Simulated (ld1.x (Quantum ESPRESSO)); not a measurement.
**Scattering properties, PAW potential for carbon (C)**

ld1.x (Quantum ESPRESSO) 7.5 input, shortened:

```
&input
   title='C', zed=6., rel=1, dft='PBE', iswitch=3,
   config='[He] 2s1.75 2p2.25 3d-2'
 /
 &inputp
   pseudotype=3, lpaw=.true., tm=.true., lloc=2,
   nlcc=.true., new_core_ps=.true., rcore=0.65,
   which_augfun='BESSEL', rmatch_augfun=1.15
 /
5
2S  1  0   1.75   0.00  1.05  1.15  0.0
2S  1  0   0.00  -0.65  1.05  1.15  0.0
2P  2  1   2.25   0.00  3.05  3.40  0.0
2P  2  1   0.00   0.45  3.05  3.40  0.0
3D  3  2  -2.00   0.45  2.80  2.80  0.0
 &test
   configts(1)='2s1.75 2p2.25'
 /
```

The phase is arctan(r·u′/u) with u = r·R(r), unwrapped; energies in Ry, scanned from -3 to 5 Ry. A pole is an energy at which the radial function vanishes at the test radius. The pseudo phase is shifted by a multiple of π to meet the all-electron one at the reference energy, and phase errors are pseudo minus all-electron; the curves can meet again beyond the range given. Levels narrower than the energy grid can be missing from the lists of poles.

| channel | radius (bohr) | reference energy (Ry) | poles, all-electron | poles, pseudo | unbroken range about the reference energy with phases within 0.05 rad | phase error 1 Ry above the reference energy (rad) |
| --- | --- | --- | --- | --- | --- | --- |
| s | 3.72 | -1.02 | -0.98, 1.69 | -0.98, 1.71 | below 3.0 | +0.000 |
| p | 3.72 | -0.40 | -0.31, 1.91 | -0.31, 1.28 | below 0.6 | -0.029 |
| d | 3.72 | 0.45 | 1.52, 4.50 | 1.53, 4.68 | below 2.5 | +0.002 |

Phases in the s channel:

| E (Ry) | all-electron | pseudo |
| --- | --- | --- |
| -3.00 | 1.408 | 1.408 |
| -2.52 | 1.391 | 1.391 |
| -2.04 | 1.366 | 1.366 |
| -1.56 | 1.321 | 1.321 |
| -1.08 | 0.685 | 0.685 |
| -0.60 | -1.850 | -1.850 |
| -0.12 | -2.059 | -2.059 |
| 0.36 | -3.035 | -3.032 |
| 0.84 | -4.374 | -4.372 |
| 1.32 | -4.626 | -4.624 |
| 1.80 | -4.732 | -4.728 |
| 2.28 | -4.815 | -4.807 |
| 2.76 | -4.930 | -4.908 |
| 3.24 | -5.280 | -5.149 |
| 3.72 | -7.119 | -6.595 |
| 4.20 | -7.626 | -7.532 |
| 4.68 | -7.746 | -7.702 |
